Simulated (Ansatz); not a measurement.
Ligands exchanged one at a time, Al Br-NH2. Isolated molecules, 0 K electronic values unless said otherwise. Strings in code marks are SMILES.

Quantity: vertical ionisation energy (energy after one electron is removed minus that of the parent at the parent's geometry), in eV.

Case: `[NH2][Al]([Br])[Br]`. Geometry of `[NH2][Al]([Br])[Br]` (neutral, multiplicity 1, Å):

```xyz
6

N      1.0550    -0.0390     0.0713
Al    -0.6908     0.0254    -0.0466
Br    -1.7194     2.0082    -0.3154
Br    -1.8891    -1.8751     0.0717
H      1.6580     0.7672     0.0273
H      1.5862    -0.8868     0.1918
```

Problem. What vertical ionisation energy (energy after one electron is removed minus that of the parent at the parent's geometry) does frozen-core MP2/cc-pVTZ // B3LYP-D3(BJ)/def2-TZVP (Ansatz, a first-principles code) give?

Solution. 10.49 eV.
